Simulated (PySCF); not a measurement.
# Fractional electron number in Pd⁺ (palladium, charge +1)

The 4d beta orbital of [Kr] 4d9 is emptied in steps (occupation f), with all orbitals relaxed, ending at [Kr] 4d8. Computed with PySCF 2.14 in def2-TZVP with the def2 core potential (28 electrons) (6s4p3d1f, 40 functions), with a scalar-relativistic core potential. The exact energy is a straight line in f; departures are measured from the line between the end points of the same method.

Among UHF, LDA, PBE, which shows the largest delocalisation error (convex curve), and which is closest to linear?

Most convex: LDA (-1.534 eV at f = 0.5); closest to linear: UHF (0.470 eV).

```
  f  UHF (eV)  LDA (eV)  PBE (eV)
  1     0.000     0.000     0.000
0.9     0.182    -0.543    -0.528
0.7     0.410    -1.278    -1.242
0.5     0.470    -1.534    -1.488
0.3     0.381    -1.298    -1.258
0.1     0.158    -0.560    -0.542
  0     0.000     0.000     0.000
```

```
method  E(f=0) − E(f=1) (eV)  −ε at f=1 (eV)  −ε at f=0.5 (eV)
   UHF                17.435          19.502            17.350
   LDA                20.199          14.196            20.139
   PBE                19.716          13.870            19.670
```

Reference removal energy between the ground levels: 19.43 ± 0.12 eV (semi-empirical (NIST evaluation); NIST Atomic Spectra Database, ionization energies). The calculation has no spin-orbit coupling. The determinant left behind need not be the lowest term of the ion. UHF lacks correlation.
